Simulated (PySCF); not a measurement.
**EPR parameters of C5H11Si2**

Compound: C5H11Si2 (doublet state).
Z-matrix (Å and degrees, GFN2-xTB geometry), rows numbered from 1:
```
C 
C   1  1.3779
C   2  1.3779  1  122.46
C   2  1.4782  1  118.81  3   178.92
Si  4  1.8948  2  117.44  1  -118.53
C   4  1.3359  2  121.15  1    60.84
Si  6  1.8818  4  127.33  2     2.57
H   1  1.0759  2  121.05  3    -0.06
H   1  1.0741  2  121.19  3  -178.24
H   3  1.0756  2  121.02  1    -1.57
H   3  1.0749  2  121.19  1  -179.85
H   5  1.4662  4  109.18  2  -122.37
H   5  1.4658  4  108.57  2   118.61
H   5  1.4631  4  109.85  2    -1.54
H   6  1.0859  4  117.19  2  -179.29
H   7  1.4674  6  109.67  4   -97.84
H   7  1.4673  6  107.33  4   144.39
H   7  1.4621  6  111.81  4    24.38
```

The hyperfine couplings belong to this conformer and change with its torsions.

The species is `C(=C(\[SiH3])C([CH2])=C)/[SiH3]` [radical].

Theory: UKS B3LYP, pcH-1 on C H Si, non-relativistic, mean-field spin-orbit, GIAO in PySCF 2.14.0. Isolated species at its GFN2-xTB geometry (one conformer only). GFN2-xTB frequencies show an imaginary mode (57i cm⁻¹), so this geometry is no minimum at that level. A GFN2-xTB geometry isn't a minimum of the functional, and hyperfine couplings can be far from their values at a DFT geometry. The frame is twisted about the C2–C4 bond at this geometry (dihedral C3–C2–C4–Si5 = 60°); couplings at other torsion angles weren't computed. No stability test was run, so a lower SCF solution isn't excluded. ⟨S²⟩ is 0.779 where a pure state has 0.75.

```
g1, g2, g3                      : 2.00220, 2.00281, 2.00283
g_iso                           : 2.00261
Form of g                       : close to axial: the two nearest values differ by 2 % of g3 − g1
⟨S²⟩                            : 0.7792 (exact 0.7500)
α and β electrons               : 35, 34
HOMO–LUMO gap, α and β orbitals : 4.52, 4.65 eV
Basis functions                 : 305
```

Isotropic coupling and dipolar principal values T1 to T3, in mT; ρ(0) is the spin density at the nucleus (MHz turned into mT with g_iso):

```tsv
atom	isotope	a_iso	of which spin–orbit	T1	T2	T3	Mulliken spin population	ρ(0) (bohr⁻³)
C1	13C	1.94	0.00	-1.81	-1.75	3.56	0.67	0.0485
C2	13C	-1.73	0.00	-1.03	0.42	0.61	-0.26	-0.0431
C3	13C	2.04	0.00	-1.92	-1.86	3.78	0.71	0.0510
C4	13C	0.25	0.00	-0.09	-0.01	0.10	0.03	0.0063
Si5	29Si	0.33	0.00	-0.04	-0.01	0.05	0.00	-0.0104
C6	13C	-0.42	0.00	-0.16	0.07	0.09	-0.03	-0.0104
Si7	29Si	-0.15	0.00	-0.01	0.00	0.01	0.00	0.0048
H8	1H	-1.38	0.00	-0.75	-0.07	0.81	-0.03	-0.0087
H9	1H	-1.48	0.00	-0.89	-0.01	0.90	-0.03	-0.0093
H10	1H	-1.47	0.00	-0.81	-0.06	0.87	-0.03	-0.0092
H11	1H	-1.54	0.00	-0.93	-0.02	0.95	-0.03	-0.0097
H12	1H	-0.04	0.00	-0.03	-0.03	0.05	0.00	-0.0002
H13	1H	0.11	0.00	-0.03	-0.02	0.05	0.00	0.0007
H14	1H	0.09	0.00	-0.07	-0.05	0.12	0.00	0.0006
H15	1H	0.07	0.00	-0.03	-0.01	0.04	0.00	0.0004
H16	1H	0.00	0.00	-0.05	-0.04	0.08	0.00	0.0000
H17	1H	0.18	0.00	-0.02	-0.02	0.04	0.00	0.0011
H18	1H	0.14	0.00	-0.09	-0.05	0.14	0.00	0.0009
```

The Mulliken spin populations are largest on C3 (+0.71), C1 (+0.67) and C2 (-0.26). The angles at C3 add up to 360.0°, so it is planar; its axial dipolar tensor and the negative couplings of its protons fit spin in a p orbital normal to that plane.

Under fast tumbling the dipolar parts average out, and these isotropic splittings remain (the largest six): 1 × 1H (H11, I = 1/2, 2 lines) with 1.54 mT, 1 × 1H (H9, I = 1/2, 2 lines) with 1.48 mT, 1 × 1H (H10, I = 1/2, 2 lines) with 1.47 mT, 1 × 1H (H8, I = 1/2, 2 lines) with 1.38 mT, 3 × 1H (H16/H17/H18, I = 1/2, 4 lines) with 0.10 mT and 1 × 1H (H15, I = 1/2, 2 lines) with 0.07 mT.

Means are taken over nuclei equivalent by connectivity, which assumes that they swap fast. H8 and H9 aren't averaged: C1 is flat or nearly so (angle sum 360°), and its turn about the short C1–C2 bond (1.38 Å) is taken as slow. The three 1H nuclei of mean +2.9 MHz run from -0.1 to 4.9 MHz in the frozen geometry.

The 13C coupling of C3 (57.2 MHz) shows only in satellite lines or after enrichment, since that isotope makes up about 1.07 % of natural carbon.

The 29Si coupling of Si5 (9.2 MHz) shows only in satellite lines or after enrichment, since that isotope makes up about 4.7 % of natural silicon.

On one thread, Arm Neoverse V1 (aarch64), shared host with 32 logical CPUs at a one-minute load of 24, this took 2.2 min of wall time (grids of density and orbitals included) and 1.1 GiB of memory at its peak.
